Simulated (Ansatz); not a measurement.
H8Si8, SMILES `[SiH]12[SiH]3[SiH]4[SiH]1[SiH]1[SiH]2[SiH]3[SiH]41`: the same geometry under several functionals.

```yaml
crystal:
  periodic: [false, false, false]
  atoms:
    - {symbol: Si, position_ang: [1.883052, 0.734658, -0.376963]}
    - {symbol: Si, position_ang: [1.145539, -0.145026, 1.701303]}
    - {symbol: Si, position_ang: [0.134648, -1.971069, 0.569649]}
    - {symbol: Si, position_ang: [0.872165, -1.091383, -1.508615]}
    - {symbol: Si, position_ang: [-1.145537, 0.145029, -1.701308]}
    - {symbol: Si, position_ang: [-0.134650, 1.971071, -0.569651]}
    - {symbol: Si, position_ang: [-0.872164, 1.091380, 1.508611]}
    - {symbol: Si, position_ang: [-1.883054, -0.734659, 0.376956]}
    - {symbol: H, position_ang: [3.248327, 1.267309, -0.650278]}
    - {symbol: H, position_ang: [1.976087, -0.250176, 2.934806]}
    - {symbol: H, position_ang: [0.232276, -3.400156, 0.982661]}
    - {symbol: H, position_ang: [1.504517, -1.882676, -2.602406]}
    - {symbol: H, position_ang: [-1.976085, 0.250166, -2.934811]}
    - {symbol: H, position_ang: [-0.232265, 3.400163, -0.982646]}
    - {symbol: H, position_ang: [-1.504526, 1.882660, 2.602408]}
    - {symbol: H, position_ang: [-3.248330, -1.267300, 0.650283]}
basis:
  gaussian: {orbitals: def2-TZVPP}
hamiltonian: {xc: {name: wB97M-V}}
output: {forces: true, orbitals: {seedname: orbitals}}
```

```sh
$ ansatz run in.yaml --threads 3 --pin off --events-out ev --progress --plain --backend cuda
```

Shortened log:

```
Functional definition: wB97M-V
2800 factors; their error is unknown
584 factors; integrals over basis functions are off by at most 6.5e-6 eV
mean field evaluation 1: about -63146.4652 eV, gradient 1.8e1 eV
mean field evaluation 2: about -63147.2337 eV, gradient 1.5e1 eV
mean field evaluation 4: about -63147.8228 eV, gradient 3.1e-1 eV
mean field evaluation 8: about -63147.8453 eV, gradient 2.3e-1 eV
mean field evaluation 16: about -63147.8454 eV, gradient 2.3e-5 eV
mean field -63147.84535087 eV, -2320.6405134975 hartree, gradient 2.3e-5 eV, S^2 0.000000; 0 other end points of the search recorded, 0 dependent functions left out
reference -63147.84543314 eV, -2320.6405165208 hartree; 60, 60 occupied and 388, 388 virtual orbitals, 2800 factors
Total energy: -63147.84543314 eV, -2320.6405165208 hartree
Atom 0 at     1.883052     0.734658    -0.376963 Å, force     0.096200     0.037536    -0.019257 eV/Å
Atom 1 at     1.145539    -0.145026     1.701303 Å, force     0.058503    -0.007431     0.086910 eV/Å
Atom 2 at     0.134648    -1.971069     0.569649 Å, force     0.006886    -0.100671     0.029104 eV/Å
Atom 3 at     0.872165    -1.091383    -1.508615 Å, force     0.044548    -0.055750    -0.077056 eV/Å
Atom 4 at    -1.145537     0.145029    -1.701308 Å, force    -0.058514     0.007394    -0.086902 eV/Å
Atom 5 at    -0.134650     1.971071    -0.569651 Å, force    -0.006864     0.100667    -0.029086 eV/Å
Atom 6 at    -0.872164     1.091380     1.508611 Å, force    -0.044582     0.055756     0.077092 eV/Å
Atom 7 at    -1.883054    -0.734659     0.376956 Å, force    -0.096172    -0.037515     0.019282 eV/Å
Atom 8 at     3.248327     1.267309    -0.650278 Å, force    -0.151434    -0.059086     0.030318 eV/Å
Atom 9 at     1.976087    -0.250176     2.934806 Å, force    -0.092128     0.011672    -0.136835 eV/Å
Atom 10 at     0.232276    -3.400156     0.982661 Å, force    -0.010833     0.158549    -0.045825 eV/Å
Atom 11 at     1.504517    -1.882676    -2.602406 Å, force    -0.070139     0.087777     0.121307 eV/Å
Atom 12 at    -1.976085     0.250166    -2.934811 Å, force     0.092122    -0.011659     0.136820 eV/Å
Atom 13 at    -0.232265     3.400163    -0.982646 Å, force     0.010823    -0.158545     0.045800 eV/Å
Atom 14 at    -1.504526     1.882660     2.602408 Å, force     0.070157    -0.087774    -0.121338 eV/Å
Atom 15 at    -3.248330    -1.267300     0.650283 Å, force     0.151427     0.059078    -0.030334 eV/Å
Dipole moment:    -0.000000     0.000002    -0.000005 e Å
```

Run time 4 s (3 threads of an AMD EPYC 7R13 on a shared host and a share of an NVIDIA H100 80 GB); peak host memory 1.3 GiB.

Changing it to `hamiltonian: {xc: {name: B97M-V}}` and no forces (abridged; 5.5 s):

```
Functional definition: B97M-V
mean field evaluation 16: about -63137.4103 eV, gradient 3.0e-5 eV
mean field -63137.41030624 eV, -2320.2570326804 hartree, gradient 3.1e-5 eV, S^2 0.000000
Total energy: -63137.41040735 eV, -2320.2570363962 hartree
```

With the line `hamiltonian: {xc: hse06, dispersion: d4}` and no forces (abridged; 2.8 s):

```
Functional definition: HSE06
mean field evaluation 16: about -63125.4546 eV, gradient 1.6e-5 eV
mean field -63125.45459760 eV, -2319.8176684918 hartree, gradient 1.6e-5 eV, S^2 0.000000
Total energy: -63126.27985016 eV, -2319.8479959642 hartree
```

The same input with `hamiltonian: {xc: pbe, dispersion: d4}` (abridged; 4.9 s):

```
Functional definition: PBE
mean field evaluation 16: about -63120.7884 eV, gradient 1.5e-5 eV
mean field -63120.78838056 eV, -2319.6461881787 hartree, gradient 1.5e-5 eV, S^2 0.000000
Total energy: -63121.77304125 eV, -2319.6823737914 hartree
Atom 0 force    -0.001172    -0.000454     0.000237 eV/Å
Atom 1 force    -0.000729     0.000069    -0.001063 eV/Å
Atom 2 force    -0.000078     0.001248    -0.000351 eV/Å
Atom 3 force    -0.000552     0.000686     0.000952 eV/Å
Atom 4 force     0.000721    -0.000099     0.001073 eV/Å
Atom 5 force     0.000094    -0.001254     0.000363 eV/Å
Atom 6 force     0.000522    -0.000676    -0.000919 eV/Å
Atom 7 force     0.001199     0.000469    -0.000218 eV/Å
Atom 8 force     0.165999     0.064759    -0.033229 eV/Å
Atom 9 force     0.100979    -0.012777     0.149962 eV/Å
Atom 10 force     0.011866    -0.173721     0.050203 eV/Å
Atom 11 force     0.076886    -0.096204    -0.133005 eV/Å
Atom 12 force    -0.100985     0.012786    -0.149977 eV/Å
Atom 13 force    -0.011873     0.173728    -0.050222 eV/Å
Atom 14 force    -0.076872     0.096202     0.132976 eV/Å
Atom 15 force    -0.166007    -0.064763     0.033218 eV/Å
Dipole moment:    -0.000000     0.000001    -0.000004 e Å
```

The same input with `hamiltonian: {xc: {name: revPBE}, dispersion: d4}` and no forces (abridged; 3.1 s):

```
Functional definition: revPBE
mean field -63140.00545240 eV, -2320.3524025430 hartree, gradient 7.0e-5 eV, S^2 0.000000
Total energy: -63142.13221058 eV, -2320.4305594646 hartree
```

The same input with `hamiltonian: {xc: r2scan, dispersion: d4}` (abridged; 4.8 s):

```
Functional definition: r2SCAN
mean field evaluation 16: about -63147.2771 eV, gradient 2.5e-5 eV
mean field -63147.27709909 eV, -2320.6196306298 hartree, gradient 2.6e-5 eV, S^2 0.000000
Total energy: -63147.50033343 eV, -2320.6278343406 hartree
Atom 0 force     0.084899     0.033125    -0.016993 eV/Å
Atom 1 force     0.051629    -0.006560     0.076699 eV/Å
Atom 2 force     0.006077    -0.088842     0.025686 eV/Å
Atom 3 force     0.039313    -0.049199    -0.068002 eV/Å
Atom 4 force    -0.051639     0.006527    -0.076690 eV/Å
Atom 5 force    -0.006058     0.088837    -0.025671 eV/Å
Atom 6 force    -0.039345     0.049207     0.068037 eV/Å
Atom 7 force    -0.084870    -0.033108     0.017016 eV/Å
Atom 8 force     0.016073     0.006267    -0.003215 eV/Å
Atom 9 force     0.009773    -0.001229     0.014506 eV/Å
Atom 10 force     0.001145    -0.016787     0.004848 eV/Å
Atom 11 force     0.007445    -0.009308    -0.012892 eV/Å
Atom 12 force    -0.009779     0.001240    -0.014521 eV/Å
Atom 13 force    -0.001153     0.016792    -0.004871 eV/Å
Atom 14 force    -0.007429     0.009309     0.012862 eV/Å
Atom 15 force    -0.016081    -0.006272     0.003201 eV/Å
Dipole moment:    -0.000000     0.000001    -0.000004 e Å
```

HSE06 is the plane-wave form, built on full-range PBE exchange.
